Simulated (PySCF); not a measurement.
SMILES C[Si](C)(/C=C\F)C, singlet (GFN2-xTB optimised geometry):

```
18

C      1.631     0.270     0.000
Si    -0.275     0.270     0.000
C     -0.944    -0.696    -1.501
C     -0.944     2.055     0.000
C     -0.897    -0.552     1.598
C     -0.640    -1.801     1.934
F      0.102    -2.611     1.154
H      2.025     0.710    -0.911
H      2.018    -0.742     0.071
H      2.030     0.834     0.839
H     -0.591    -0.268    -2.435
H     -2.030    -0.692    -1.526
H     -0.620    -1.732    -1.470
H     -0.622     2.591    -0.887
H     -2.030     2.073     0.016
H     -0.594     2.611     0.864
H     -1.500     0.013     2.291
H     -0.965    -2.322     2.826
```

Level of theory: B3LYP/def2-SVP (PySCF).

Task: What are the frontier orbital energies and the dipole moment?

Result: HOMO-2 -8.37 eV, HOMO-1 -8.18 eV, HOMO -7.10 eV, LUMO -0.06 eV, LUMO+1 1.40 eV; dipole moment 1.07 D.

Meta-Löwdin charges at B3LYP/def2-SVP: C1 -0.54, Si2 0.91, C3 -0.54, C4 -0.54, C5 -0.40, C6 0.19, F7 -0.26, H8 0.10, H9 0.11, H10 0.11, H11 0.10, H12 0.11, H13 0.11, H14 0.11, H15 0.11, H16 0.11, H17 0.12, H18 0.10.
